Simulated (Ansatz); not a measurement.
```yaml
crystal:
  periodic: [false, false, false]
  atoms:
    - {symbol: C, position_ang: [-0.369273, 0.858679, -1.626323]}
    - {symbol: Si, position_ang: [-0.000040, 0.000029, 0.000050]}
    - {symbol: C, position_ang: [1.621837, 0.640626, 0.691328]}
    - {symbol: C, position_ang: [0.128816, -1.849546, -0.284834]}
    - {symbol: C, position_ang: [-1.381403, 0.350262, 1.219857]}
    - {symbol: H, position_ang: [-0.449460, 1.940924, -1.492247]}
    - {symbol: H, position_ang: [-1.311552, 0.505574, -2.054228]}
    - {symbol: H, position_ang: [0.420025, 0.671706, -2.359620]}
    - {symbol: H, position_ang: [1.865712, 0.155307, 1.640362]}
    - {symbol: H, position_ang: [1.576454, 1.718338, 0.870616]}
    - {symbol: H, position_ang: [2.447584, 0.452765, -0.000425]}
    - {symbol: H, position_ang: [0.343317, -2.378707, 0.647710]}
    - {symbol: H, position_ang: [0.928173, -2.085281, -0.992744]}
    - {symbol: H, position_ang: [-0.803642, -2.252678, -0.689403]}
    - {symbol: H, position_ang: [-2.341808, -0.012858, 0.843782]}
    - {symbol: H, position_ang: [-1.193700, -0.138248, 2.179960]}
    - {symbol: H, position_ang: [-1.481041, 1.423128, 1.406158]}
basis:
  gaussian: {orbitals: def2-SVP, nuclear_model: gaussian}
hamiltonian: {xc: {name: B3LYP-D3}}
output: {forces: true}
```

```sh
$ ansatz run in.yaml --threads 2 --pin off --events-out ev --progress --plain --max-ram 32768MiB --backend cpu
```

Output, abridged:

```
Error: YAML parse error: error: line 23 column 19: hamiltonian.xc: no functional is named "B3LYP-D3"; the names, which are not case-sensitive, are SVWN5, SPW92, PBE, PBE0, PBEsol, revPBE, revPBE0, RPBE, rPW86-PBE, HSE06, wPBEh, LC-wPBE, HISS, HF, BLYP, B3LYP, B3LYP5, BHLYP, CAM-B3LYP, r2SCAN, r2SCANh, r2SCAN0, r2SCAN50, m-r2SCAN, B97, wB97, wB97X, wB97X-V, B97M-V, wB97M-V, B2PLYP, B2GP-PLYP, PBE0-DH, PBE-QIDH
21 | basis:
22 |   gaussian: {orbitals: def2-SVP, nuclear_model: gaussian}
23 | hamiltonian: {xc: {name: B3LYP-D3}}
24 | output: {forces: true}
```

(1) What is wrong with this run?

Results:

(1) The method's name isn't one that the program takes here. The input was rejected before any iteration.

HSE06 is defined as in plane-wave codes.
